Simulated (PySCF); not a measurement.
## NaTe and its ions

UHF-MP2; Na aug-cc-pVDZ, Te aug-cc-pVDZ-PP with ECP28; scalar-relativistic core potentials (PySCF 2.14). Neutral (UHF): doublet (π ↑), Re = 2.867 Å, ωe = 221 cm⁻¹, De = 1.96 eV.

NaTe⁻ (RHF): singlet (closed shell), Re = 2.773 Å, ωe = 234 cm⁻¹. The energies at the minima are -429.00826 hartree for NaTe and -429.05261 for NaTe⁻.

Problem. Work out the adiabatic electron affinity, without and with harmonic zero-point energies (1 hartree = 27.2114 eV, 1 eV = 8065.5 cm⁻¹), and the change of the bond length.

Solution. At MP2: 0.04435 hartree = 1.207 eV between the minima; the zero-point term (221.0 − 234.0)/2 cm⁻¹ = -0.001 eV makes it 1.206 eV. Re changes by -9.4 pm against the neutral. The electron enters a π orbital, and the shorter bond of the ion fits a bonding orbital, or a change in how ionic the bond is.

Correlated steps freeze 5 core orbitals. Correlated levels converge slowly with the basis: in double zeta they bind strong bonds too weakly, by up to about 1 eV, and carry superposition errors of some tenths. These are scalar-relativistic numbers at best; spin–orbit coupling would shift them, the dissociation energy most. States were picked by a PBE0 search and need not be the measured ground states.

Neutral and ion stand on different kinds of reference determinant, which adds to the error of the difference.
